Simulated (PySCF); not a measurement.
Compound: 2-pyridinecarboxaldehyde, C₆H₅NO.
Numbering: `[O:1]=[CH:2][c:3]1[cH:4][cH:5][cH:6][cH:7][n:8]1` (hydrogens: H9 on C2; H10 on C4; H11 on C5; H12 on C6; H13 on C7)

Method: PBE0-D3(BJ)/def2-SVP geometry optimisation, gas phase in PySCF; density fitting, grid level 2; the optimiser is geomeTRIC in internal coordinates, started from a GFN2-xTB structure.

Step 0: E = -9821.7093 eV
```
atom  x, y, z in Å  |  force x, y, z in eV/Å
O1      3.0901    0.6910    0.1464    0.003   0.201   0.043
C2      2.3487   -0.2379   -0.0411    0.237   0.127   0.022
C3      0.8743   -0.1574   -0.0293   -0.341   0.138   0.029
C4      0.2216    1.0516    0.2106    0.030  -0.157  -0.031
C5     -1.1631    1.0648    0.2085    0.098  -0.083  -0.020
C6     -1.8375   -0.1220   -0.0321    0.145  -0.017  -0.003
C7     -1.0916   -1.2743   -0.2604   -0.136   0.034   0.009
N8      0.2246   -1.2970   -0.2597    0.584  -0.178  -0.038
H9      2.7200   -1.2578   -0.2447    0.136  -0.410  -0.080
H10     0.8071    1.9397    0.3906    0.290   0.388   0.078
H11    -1.7069    1.9806    0.3895   -0.223   0.390   0.079
H12    -2.9159   -0.1580   -0.0435   -0.481  -0.035  -0.009
H13    -1.5760   -2.2228   -0.4524   -0.340  -0.397  -0.081
```

Q: Estimate the geometry and energy of step 1. (The exact step hangs on the optimiser's Hessian estimate; all steps are aligned on step 0, rigid shifts and turns removed.)

A: E = -9821.7379 eV, largest force 0.104 eV/Å
```
atom  x, y, z in Å  |  force x, y, z in eV/Å
O1      3.0783    0.7111    0.1528    0.026   0.003   0.000
C2      2.3596   -0.2349   -0.0405   -0.028  -0.010   0.000
C3      0.8707   -0.1622   -0.0313    0.090  -0.016  -0.004
C4      0.2276    1.0540    0.2103    0.009   0.059   0.011
C5     -1.1618    1.0690    0.2089   -0.029   0.065   0.013
C6     -1.8385   -0.1245   -0.0322   -0.104  -0.008  -0.002
C7     -1.0972   -1.2853   -0.2627    0.010  -0.033  -0.007
N8      0.2304   -1.3086   -0.2633   -0.049  -0.037  -0.006
H9      2.7481   -1.2634   -0.2457   -0.003   0.024   0.004
H10     0.8309    1.9474    0.3910   -0.015  -0.040  -0.007
H11    -1.7128    1.9958    0.3928    0.019  -0.033  -0.007
H12    -2.9313   -0.1613   -0.0428    0.044   0.001   0.000
H13    -1.6084   -2.2365   -0.4550    0.028   0.025   0.005
```

The energy changes by -0.0286 eV. The first-order estimate −F·Δx gives -0.0609 eV and the mean of the old and new forces, exact on a quadratic surface, -0.0289 eV. The step makes an angle of 48° with the force vector and moves no atom by more than 0.035 Å.

What follows is the cost of the whole optimisation. Time: 32 s wall; peak memory 0.69 GiB. Hardware: Arm Neoverse V2, one thread, on a shared host.
